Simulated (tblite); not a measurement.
C₄H₆O₄Zn (SMILES CC1[O][Zn]2([O]C(C)=[O]->2)<-[O]=1), singlet, at a GFN2-xTB geometry (such geometries of metal compounds can be far from the true shape); GFN1-xTB in tblite 0.6.0.

The tblite input:
```
$ tblite run mol.xyz --method gfn1 --charge 0 --spin 0 --spin-polarized --json tblite.json --no-restart

# file mol.xyz
15

Zn    -0.00213218    -0.00048230    -0.00043732
C      0.08934617     2.30448338    -2.97259434
C      0.06009732     1.38124227    -1.78941451
O     -0.46857821     0.24796281    -1.88649319
O      0.55172751     1.74434914    -0.69403404
H      0.96313590     2.94601111    -2.91637612
H      0.08149978     1.72611245    -3.89097181
H     -0.80395332     2.92537882    -2.93898522
C     -0.08766604    -2.30410334     2.97293894
C     -0.05001408    -1.37896146     1.79148265
O     -0.99391024    -0.57877535     1.58652740
O      0.91903789    -1.41166436     0.99569749
H      0.92365326    -2.51922243     3.30336872
H     -0.67811424    -1.86106568     3.76860234
H     -0.55905197    -3.23368843     2.65942406
```

What the program printed (banner, timings and long lists left out):

```
xTB calculator
 | screened Coulomb repulsion
 | Coulomb electrostatics
 |  * isotropic Klopman-Ohno-Mataga-Nishimoto electrostatics
 |  * onsite third-order electrostatics
 | DFT-D3(BJ) dispersion correction
 | Interactions (1)
 | [1] spin polarization

halogen bonding energy    0.0000000000000E+00 Eh
repulsion energy          2.4896585068925E-01 Eh
dispersion energy        -4.9292305621255E-03 Eh
interaction energy        0.0000000000000E+00 Eh
number of electrons       4.8000000000000E+01 e
integral cutoff           3.9672993110968E+01 bohr

------------------------------------------------------------
  cycle        total energy    energy error   density error
------------------------------------------------------------
      1     -30.52251223875  -3.0766549E+01   5.6175889E-01
      2     -31.34064412107  -8.1813188E-01   2.6258717E-01
      3     -31.36149990069  -2.0855780E-02   1.1980332E-01
      4     -31.36699130363  -5.4914029E-03   3.6621567E-02
      5     -31.37040586274  -3.4145591E-03   1.5371999E-03
      6     -31.37042260260  -1.6739861E-05   7.3041634E-04
      7     -31.37042147306   1.1295420E-06   5.9894712E-04
      8     -31.37042400363  -2.5305672E-06   9.5821306E-05
      9     -31.37042407265  -6.9023901E-08   7.1281658E-06
------------------------------------------------------------

electronic energy        -3.1614460692776E+01 Eh
total energy             -3.1370424072649E+01 Eh

Post processing:
 | Mayer-Wiberg bond orders

[Info] JSON dump of results written to 'tblite.json'
```
